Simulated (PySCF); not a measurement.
Bonding in `O=S(=O)(Cl)c1cccs1`

C4H3ClO2S2.
SMILES with atom numbers: `[O:1]=[S:2](=[O:3])([Cl:4])[c:5]1[cH:6][cH:7][cH:8][s:9]1` (hydrogens: H10 on C6; H11 on C7; H12 on C8)

Structure used (GFN2-xTB), in Å, numbered top down from 1:
```
atom  x, y, z in Å
O1    -2.3795   -0.0220    1.8565
S2    -2.0735   -0.1572    0.4719
O3    -2.6080   -1.2449   -0.2764
Cl4   -2.7070    1.5510   -0.4416
C5    -0.3470   -0.0414    0.2274
C6     0.3840   -0.5303   -0.8109
C7     1.7486   -0.2049   -0.6743
C8     1.9983    0.5226    0.4506
S9     0.5812    0.8259    1.3727
H10   -0.0458   -1.0984   -1.6145
H11    2.5062   -0.4976   -1.3776
H12    2.9438    0.8965    0.7902
```

Bond orders from the PBE0/pcSseg-1 density (PySCF). Geometry: GFN2-xTB, one conformer, isolated molecule.

Question: How far do the computed orders between heavy atoms stray from the drawn ones?

Answer: The largest departure is 0.370, at S9–C5 (drawn aromatic, 1.130), counting aromatic bonds as 1.5. The bonds drawn aromatic range from 1.13 to 1.55.

Question: Set the Mayer orders of the bonds between heavy atoms beside their lengths.

Answer: 
```json
{"bond": "O1–S2", "drawn as": "double", "length (Å)": "1.424", "Mayer order": "1.783"}
{"bond": "S2–O3", "drawn as": "double", "length (Å)": "1.424", "Mayer order": "1.804"}
{"bond": "S2–Cl4", "drawn as": "single", "length (Å)": "2.038", "Mayer order": "0.896"}
{"bond": "S2–C5", "drawn as": "single", "length (Å)": "1.748", "Mayer order": "0.885"}
{"bond": "C5–C6", "drawn as": "aromatic", "length (Å)": "1.361", "Mayer order": "1.460"}
{"bond": "C6–C7", "drawn as": "aromatic", "length (Å)": "1.409", "Mayer order": "1.297"}
{"bond": "C7–C8", "drawn as": "aromatic", "length (Å)": "1.363", "Mayer order": "1.553"}
{"bond": "C8–S9", "drawn as": "aromatic", "length (Å)": "1.718", "Mayer order": "1.193"}
{"bond": "S9–C5", "drawn as": "aromatic", "length (Å)": "1.710", "Mayer order": "1.130"}
```

By pair of heavy elements: O–S: lowest O1–S2 (1.783, 1.424 Å), highest S2–O3 (1.804, 1.424 Å). C–S: lowest S2–C5 (0.885, 1.748 Å), highest C8–S9 (1.193, 1.718 Å); in 1 of the 3 pairs the longer bond (by over 0.003 Å) has the higher order (by 0.02 or more). C–C: lowest C6–C7 (1.297, 1.409 Å), highest C7–C8 (1.553, 1.363 Å).

Question: And the bonds to hydrogen?

Answer: C–H: 0.96 to 0.98 (3 bonds).

Question: Sum the orders of all bonds at each heavy atom with more than one neighbour and set the sums beside the valence in the SMILES.

Answer: S2 5.368 (drawn 6), C5 3.475 (drawn 4), C6 3.733 (drawn 4), C7 3.820 (drawn 4), C8 3.702 (drawn 4), S9 2.323 (drawn 2). Orders between atoms that aren't bonded are not in these sums.

Mayer orders depend on the basis set.
